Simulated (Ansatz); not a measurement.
`COB(O)OC` + CH₃OH → trimethyl borate + H₂O  (ligand exchange at a B–O bond)

Calculated with Ansatz (gas phase, PBE0-D4/def2-TZVP geometries, no zero-point term in ΔE). CCSD(T)/CBS is the MP2 limit (def2-TZVPP, def2-QZVPP) plus CCSD(T) − MP2 in def2-TZVPP, frozen cores. This one scheme is used for every species. Functionals use def2-TZVPP. B3LYP here is the variant with VWN-RPA as its local correlation; programs differ in this. One conformer a species, not always the lowest.

| level | ΔE (kJ/mol) | difference from CCSD(T)/CBS |
| --- | --- | --- |
| PBE-D4 | -1.3 | 4.9 |
| B97M-V | -1.8 | 4.4 |
| PBE0-D4 | -1.5 | 4.7 |
| B3LYP-D4 | -3.3 | 2.9 |
| r2SCANh-D4 | -2.2 | 4.0 |
| CAM-B3LYP-D4 | -2.7 | 3.5 |
| ωB97M-V | -2.7 | 3.5 |
| PBE | 2.5 | 8.7 |
| r2SCAN | -0.8 | 5.4 |
| r2SCAN0 | -0.5 | 5.7 |
| RPA@PBE/def2-TZVPP | -4.7 | 1.5 |
| HF/def2-TZVPP | 2.4 | 8.6 |
| MP2/def2-TZVPP | -5.3 | 0.9 |
| SCS-MP2/def2-TZVPP | -3.8 | 2.4 |
| SCS-MP2/def2-QZVPP | -4.7 | 1.5 |
| CCSD/CBS(def2) | -5.1 | 1.1 |
| CCSD(T)/CBS | -6.2 | 0 |

Largest T1 diagnostic among the species: 0.012.

At CCSD(T), def2-SVP lies +5.5 kJ/mol from the extrapolated value and def2-TZVPP +1.6 kJ/mol. The D4 term adds −5.6 kJ/mol with B3LYP and −3.4 kJ/mol with PBE0; it sums over pairs of atoms, weighted by their polarisabilities, and B3LYP, whose exchange is more repulsive, gets the larger term. Leaving LDA and LC-ωPBE aside and taking each functional with its dispersion term where it has one, the values, not all of them listed here, spread over 3.0 kJ/mol, from BLYP-D4 to B2PLYP. LDA lies −4.1 kJ/mol from PBE without D4.
